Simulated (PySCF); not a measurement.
A structure optimised at PBE0-D3(BJ)/def2-SVP, used in a PySCF frequency run:

```xyz
10

Si     0.5054    -0.1934    -0.0662
F      1.4962     0.2502     1.1282
F      0.9989     0.6924    -1.3274
N     -1.0867     0.1081     0.4285
C     -2.2637    -0.5808    -0.0486
H      0.6843    -1.6118    -0.4330
H     -1.2729     0.9298     0.9933
H     -1.9710    -1.5058    -0.5692
H     -2.8589     0.0177    -0.7611
H     -2.9256    -0.8780     0.7818
```

### Question
Write its SMILES and formula.

### Answer
CN[SiH](F)F, CH5F2NSi

### Question
What are its rotational constants (standard atomic weights)?

### Answer
6.5358, 2.6754, 2.0991 GHz
